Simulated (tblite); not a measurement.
Question: Give a GFN2-xTB geometry of `C#CP1CCCCCC1`.

Answer: 
```
atom  x, y, z in Å
C1     3.864   -0.977    0.394
C2     2.723   -0.650    0.583
P3     1.086   -0.159    1.041
C4     0.909    1.161   -0.270
C5    -0.397    1.945   -0.137
C6    -1.573    1.093    0.339
C7    -1.839   -0.160   -0.505
C8    -1.295   -1.441    0.131
C9     0.225   -1.543    0.127
H10    4.853   -1.266    0.183
H11    1.762    1.839   -0.174
H12    0.980    0.680   -1.250
H13   -0.640    2.400   -1.102
H14   -0.259    2.756    0.582
H15   -1.385    0.792    1.375
H16   -2.464    1.725    0.346
H17   -1.414   -0.036   -1.503
H18   -2.917   -0.284   -0.626
H19   -1.661   -1.506    1.159
H20   -1.697   -2.301   -0.414
H21    0.525   -2.474    0.620
H22    0.603   -1.574   -0.901
```

Orientation and origin are arbitrary. Atoms count from 1 in this order. P3 (phosphine phosphorus) is pyramidal (angles 97.8°, 95.9° and 95.4°, sum 289.1°, 0.93 Å off the plane of its three neighbours). The C–P distances run from 1.769 Å (C2–P3, drawn single) to 1.869 Å (P3–C4, drawn single), a spread of 0.100 Å. The 6 C–C bonds span 1.203 Å (C1≡C2, drawn triple) to 1.534 Å (C6–C7, drawn single), a spread of 0.331 Å. Of the pairs four or more bonds apart, P3···H15 is among the closest relative to their van der Waals radii: 2.67 Å, 89 % of the sum of Bondi's values.

Bonds between heavy atoms (Å): C1≡C2 1.203, C2–P3 1.769, P3–C4 1.869, C4–C5 1.528, C5–C6 1.528, C6–C7 1.534, C7–C8 1.530, C8–C9 1.524, P3–C9 1.869.

The geometry is computed with GFN2-xTB (gas phase).

Point group: C1 (no symmetry element, even within 0.4 Å). Its GFN2-xTB frequencies are all real (lowest 86 cm⁻¹). The numbers are those of one conformer (C2–P3–C4–C5 -175°, P3–C4–C5–C6 -35°, C4–C5–C6–C7 -54°, C5–C6–C7–C8 101°). 3 starts were optimised and ended at 0.00, 1.89 and 2.06 kcal/mol (GFN2-xTB); the lowest of these is shown.
